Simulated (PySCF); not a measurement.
Dipole moment and polarisability of `FC=C1C=CC=C1`

Species: C6H5F.
Numbering: `[F:1][CH:2]=[C:3]1[CH:4]=[CH:5][CH:6]=[CH:7]1` (hydrogens: H8 on C2; H9 on C4; H10 on C5; H11 on C6; H12 on C7)

Cartesian coordinates in Å at the GFN2-xTB level; atoms count from 1:
```
atom  x, y, z in Å
F1    -2.7893    0.8866    0.1959
C2    -1.9769   -0.1668    0.0891
C3    -0.6488   -0.0497    0.0280
C4     0.2951   -1.1581   -0.0893
C5     1.5349   -0.6396   -0.1200
C6     1.4475    0.8103   -0.0256
C7     0.1550    1.1689    0.0621
H8    -2.5217   -1.1011    0.0581
H9     0.0051   -2.1900   -0.1384
H10    2.4601   -1.1803   -0.2018
H11    2.3004    1.4641   -0.0278
H12   -0.2601    2.1549    0.1436
```

Level: CAM-B3LYP/def2-SVPD (PySCF), static field, nuclei fixed, core orbitals frozen in the response. The polarisability tensor in these axes (au):

```
x   103.41   1.14  -3.04
y     1.14  67.02   1.46
z    -3.04   1.46  42.84
```

Q: Diagonalise the tensor; give its mean and Δα, where Δα² is half the sum of the squared differences of the eigenvalues.

A: Principal values 42.60, 67.09 and 103.59 au; mean 71.09 au = 10.53 Å³ = 11.72 × 10⁻⁴⁰ C²·m²/J; Δα = 53.16 au (75 % of the mean).

Q: What is the dipole moment, and where does it point?

A: (0.14, -1.08, -0.08) D, 1.09 D in size, pointing from the negative to the positive side. Measured along this direction, the outermost atoms are H12 at the negative end and H9 at the positive end.

Q: What depolarisation ratio follows for Rayleigh scattering of linearly polarised light, taking the static tensor?

A: ρ = 3Δα²/(45ᾱ² + 4Δα²) = 8478.3/(227424 + 11304.4) = 0.0355.

Q: In TDDFT the mean static polarisability is Σ f/ω² over all singlet excitations (ω in hartree). How much of it do the 8 lowest give? Their energies (eV) and oscillator strengths: 3.67, 0.0136; 5.38, 0.4237; 6.57, 0.0003; 6.95, 0.0010; 7.13, 0.0145; 7.19, 0.0019; 7.28, 0.0104; 7.29, 0.0245.

A: They add up to 12.32 au, 17.3 % of the 71.09 au; the largest single term is 10.83 au, from the state at 5.38 eV. Terms in order: 0.74, 10.83, 0.00, 0.01, 0.21, 0.03, 0.14, 0.34 au. Higher excitations give the rest. The strengths listed sum to 0.490.

Q: What are the principal values of the traceless quadrupole moment, Θ = ½Σq(3rr − r²1), about the centre of nuclear charge?

A: -5.74, -2.12, 7.86 D·Å. The values depend on the origin, since the dipole doesn't vanish. The electronic extent ⟨r²⟩ about the same centre is 725 bohr², a root-mean-square distance of 2.01 Å for the 50 electrons.

Q: Estimate the molar refractivity from the static electronic polarisability.

A: Lorentz–Lorenz: R = (4π/3)N_A α = 2.5225 cm³/(mol·Å³) × 10.53 Å³ = 26.6 cm³/mol, in the limit of long wavelengths.

Q: Refractivity n − 1 of an ideal gas of it at 400 K and 1 atm, from the electronic α?

A: N = p/kT = 1.8347 × 10¹⁹ cm⁻³, so n − 1 = 2π × N × 10.53 × 10⁻²⁴ cm³ = 1214 × 10⁻⁶ at long wavelengths, for an ideal gas.

Isolated species at its GFN2-xTB geometry, gas phase.
